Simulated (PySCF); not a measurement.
2-bromobenzotrifluoride (SMILES c1cc(C(F)(F)F)c(Br)cc1)

Molfile (atoms numbered from 1):
```
C7H4BrF3
     RDKit          3D

 15 15  0  0  0  0  0  0  0  0999 V2000
   -2.8330    0.2671    0.7722 F   0  0  0  0  0  0  0  0  0  0  0  0
   -2.1480   -0.3740   -0.1755 C   0  0  0  0  0  0  0  0  0  0  0  0
   -2.6233    0.0216   -1.3569 F   0  0  0  0  0  0  0  0  0  0  0  0
   -2.4305   -1.6752   -0.0549 F   0  0  0  0  0  0  0  0  0  0  0  0
   -0.6623   -0.1250   -0.0574 C   0  0  0  0  0  0  0  0  0  0  0  0
    0.1893   -1.2082    0.1696 C   0  0  0  0  0  0  0  0  0  0  0  0
    1.5640   -1.0304    0.2897 C   0  0  0  0  0  0  0  0  0  0  0  0
    2.1032    0.2481    0.1807 C   0  0  0  0  0  0  0  0  0  0  0  0
    1.2707    1.3407   -0.0456 C   0  0  0  0  0  0  0  0  0  0  0  0
   -0.1065    1.1586   -0.1633 C   0  0  0  0  0  0  0  0  0  0  0  0
   -1.1633    2.6904   -0.4648 Br  0  0  0  0  0  0  0  0  0  0  0  0
   -0.2447   -2.2051    0.2527 H   0  0  0  0  0  0  0  0  0  0  0  0
    2.2105   -1.8918    0.4680 H   0  0  0  0  0  0  0  0  0  0  0  0
    3.1805    0.4040    0.2719 H   0  0  0  0  0  0  0  0  0  0  0  0
    1.6836    2.3469   -0.1320 H   0  0  0  0  0  0  0  0  0  0  0  0
  1  2  1  0
  2  3  1  0
  2  4  1  0
  2  5  1  0
  5  6  2  0
  6  7  1  0
  7  8  2  0
  8  9  1  0
  9 10  2  0
 10 11  1  0
 10  5  1  0
  6 12  1  0
  7 13  1  0
  8 14  1  0
  9 15  1  0
M  END
```

Method: TDDFT CAM-B3LYP/aug-cc-pVDZ excited states, vertical, gas phase (PySCF). Geometry: PBE0-D3(BJ)/def2-SVP.

The calculation is non-relativistic, which matters for the atoms heavier than Zn. Singlets 4 and 5 lie within 0.01 eV of each other, so their separate moments and overlaps can depend on how they mix.

Task: How strongly do the lowest singlets absorb one photon, and two photons of half the energy?

Result: δ for parallel linear polarisation; σ at the peak of a Lorentzian of half width 0.1 eV, single beam; Ω is circular over linear.
```
state  E (eV)      f  photon λ (nm)  δ (au)  σ (GM)     Ω                                  main
   S1    5.19  0.021            477    17.7    0.17  1.15      HOMO→LUMO 0.51, HOMO→LUMO+1 0.17
   S2    5.75  0.110            431    50.5    0.61  0.79      HOMO→LUMO+1 0.51, HOMO→LUMO 0.28
   S3    5.85  0.000            424    9.05    0.11  1.50    HOMO→LUMO+4 0.44, HOMO→LUMO+5 0.21
   S4    6.58  0.009            377    0.96    0.01  1.39  HOMO−2→LUMO 0.75, HOMO−2→LUMO+1 0.19
   S5    6.59  0.285            377    14.5    0.23  1.35    HOMO−1→LUMO 0.38, HOMO→LUMO+1 0.21
   S6    6.64  0.018            374     1.3    0.02  1.50    HOMO→LUMO+2 0.67, HOMO→LUMO+4 0.17
```

Among these, the strongest one-photon state is S5, the strongest two-photon state S2, with a dipole change of 1.7 D (relaxed, norm of the difference vector).
